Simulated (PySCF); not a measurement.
2,5-dihydro-1H-silol-1-amine (C₄H₉NSi), SMILES N[SiH]1CC=CC1. Atoms are numbered in the order given.

```xyz
15

N      2.0650    -0.5391     0.5249
Si     0.7829     0.0185    -0.5012
C     -0.6472    -1.2273    -0.5010
C     -1.7160    -0.5050     0.2751
C     -1.5372     0.7915     0.5752
C     -0.2771     1.4771     0.1181
H      1.8447    -0.8465     1.4663
H      2.9598    -0.0627     0.5095
H      1.4098     0.2931    -1.8300
H     -0.3657    -2.1897    -0.0401
H     -0.9868    -1.4716    -1.5238
H     -2.6271    -1.0323     0.5802
H     -2.2984     1.3474     1.1349
H     -0.4886     2.2042    -0.6876
H      0.2013     2.0541     0.9283
```

The structure is a stationary point at PBE0-D3(BJ)/def2-SVP. One conformer was computed; it need not be the lowest.

Method: PySCF with PBE/pcSseg-1.

GIAO shieldings, no solvent; atoms listed in one row are averaged. δ = σ(ref) − σ: ¹⁵N against NH3 (σ = 267.0 ppm); ²⁹Si against TMS (σ = 335.4 ppm); ¹³C against TMS (σ = 182.0 ppm); ¹H against TMS (σ = 31.49 ppm), references at their B3LYP-D3(BJ)/def2-TZVP geometries, non-relativistic.

Computed chemical shifts:
| nucleus | atoms | count | δ (ppm) |
|---|---|---|---|
| ¹⁵N | N1 | 1 | 23.5 |
| ²⁹Si | Si2 | 1 | 4.1 |
| ¹³C | C4, C5 | 2 | 140.6 |
| ¹³C | C6 | 1 | 27.1 |
| ¹³C | C3 | 1 | 23.1 |
| ¹H | H12, H13 | 2 | 6.37 |
| ¹H | H9 | 1 | 5.42 |
| ¹H | H11 | 1 | 2.06 |
| ¹H | H14 | 1 | 1.81 |
| ¹H | H10 | 1 | 1.69 |
| ¹H | H15 | 1 | 1.58 |
| ¹H | H8 | 1 | 0.47 |
| ¹H | H7 | 1 | 0.26 |
